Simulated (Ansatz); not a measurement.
A single point on `CB(F)OC(C)=O`.

```yaml
crystal:
  periodic: [false, false, false]
  atoms:
    - {symbol: C, position_ang: [1.144220, -0.931010, -1.586931]}
    - {symbol: B, position_ang: [1.266515, -0.751396, -0.048925]}
    - {symbol: F, position_ang: [2.277782, -1.295468, 0.616786]}
    - {symbol: O, position_ang: [0.388606, -0.082109, 0.779656]}
    - {symbol: C, position_ang: [-0.595734, 0.760680, 0.363651]}
    - {symbol: C, position_ang: [-1.632466, 0.936983, 1.424254]}
    - {symbol: O, position_ang: [-0.588935, 1.298804, -0.702957]}
    - {symbol: H, position_ang: [1.705890, -1.802198, -1.927359]}
    - {symbol: H, position_ang: [1.560847, -0.046534, -2.080179]}
    - {symbol: H, position_ang: [0.109576, -0.997492, -1.925158]}
    - {symbol: H, position_ang: [-1.160624, 1.306796, 2.336764]}
    - {symbol: H, position_ang: [-2.080102, -0.029523, 1.665246]}
    - {symbol: H, position_ang: [-2.395574, 1.632467, 1.085132]}
basis:
  gaussian: {orbitals: def2-QZVPP}
correlation: {method: mp2}
```

```sh
$ ansatz run in.yaml --threads 2 --pin off --events-out ev --progress --plain --max-ram 22528MiB --backend cuda --devices 0, --max-vram 18GiB
```

Shortened log:

```
Functional definition: HF
3524 factors; integrals over basis functions are off by at most 7.9e-4 eV
mean field evaluation 1: about -10641.2257 eV, gradient 5.4e1 eV
mean field evaluation 2: about -10641.3819 eV, gradient 5.4e1 eV
mean field evaluation 4: about -10647.1182 eV, gradient 5.8e0 eV
mean field evaluation 8: about -10647.2265 eV, gradient 5.9e-1 eV
mean field evaluation 16: about -10647.2286 eV, gradient 2.6e-6 eV
mean field -10647.22858870 eV, -391.2784336840 hartree, gradient 2.6e-6 eV, S^2 0.000000; 0 other end points of the search recorded, 0 dependent functions left out
7 core orbitals not correlated: weight in the atoms' cores, before any rotation towards them, 1.000 or more for the frozen orbitals, at most 0.000 for the correlated occupied ones
reference -10647.22858870 eV, -391.2784336840 hartree; 20, 20 occupied and 552, 552 virtual orbitals, 3524 factors
second order -38.10301862 eV of doubles, -0.00000000 eV of singles
Total energy: -10685.33160732 eV, -392.6786937912 hartree
```

Hardware: 2 threads of an AMD EPYC 7R13 on a shared host and a share of an NVIDIA H100 80 GB. Wall time 4.3 s, peak host memory 1.2 GiB.
